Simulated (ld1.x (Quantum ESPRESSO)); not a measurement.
## revPBE PAW dataset for Sm, scalar-relativistic all-electron reference.

ld1.x (Quantum ESPRESSO) 7.5 input, shortened:

```
&input
   title='Sm', zed=62., rel=1, dft='REVPBE', iswitch=3,
   config='[Xe] 4f5 5d1 6s2 6p0'
 /
 &inputp
   pseudotype=3, lpaw=.true., tm=.true., lloc=-1, rcloc=3.25,
   nlcc=.false.,
   which_augfun='GAUSS', rmatch_augfun=0.85
 /
8
5S  1  0   2.00   0.00  2.70  2.85  0.0
6S  2  0   2.00   0.00  2.70  2.85  0.0
5P  2  1   6.00   0.00  2.10  2.90  0.0
6P  3  1   0.00   0.00  2.10  2.90  0.0
5D  3  2   1.00   0.00  3.00  3.65  0.0
5D  3  2   0.00   1.20  3.00  3.65  0.0
4F  4  3   5.00   0.00  1.05  1.10  0.0
4F  4  3   0.00  -0.20  1.05  1.10  0.0
 &test
   configts(1)='4f5 5s2 5p6 5d1 6s2 6p0'
 /
```

All-electron outer shells of the reference configuration (revPBE, scalar-relativistic, ld1.x):

| shell | level (eV) | outermost node (bohr) | outermost maximum (bohr) |
| --- | --- | --- | --- |
| 4p | -254.43 | 0.30 | 0.56 |
| 4d | -135.46 | 0.28 | 0.58 |
| 5s | -46.71 | 0.68 | 1.25 |
| 5p | -26.00 | 0.73 | 1.42 |
| 4f | -7.94 | – | 0.61 |
| 6s | -3.95 | 1.67 | 3.53 |
| 5d | -2.70 | 0.83 | 2.01 |
| 6p | -1.32 | 1.99 | 4.64 |

Question: Does the generator finish with these settings?

Answer: Yes, a potential is produced and its reference levels are reproduced.

Question: Estimate the cutoffs (Ry, on a coarse ladder) from which the occupation-weighted sum of valence levels, in a spherical-Bessel basis at the reference potential, stays within 10 and 1 mRy of its value at 400 Ry.

Answer: 160 Ry and 230 Ry.

Question: Does the potential have ghost states?

Answer: No extra level below or beside the all-electron valence levels (s, p, d, f tested).

Question: Is the overlap operator S = 1 + Σ q|β⟩⟨β| positive definite (Bessel basis up to 400 Ry)?

Answer: Yes: its lowest eigenvalue is 0.09 (p channel).

Question: Which valence shell sets the plane-wave cutoff?

Answer: 4f: its level needs 160 Ry to come within 1 mRy, against 12 Ry for 6s.

Test run stopped at test 1 of 7 (negative rho).
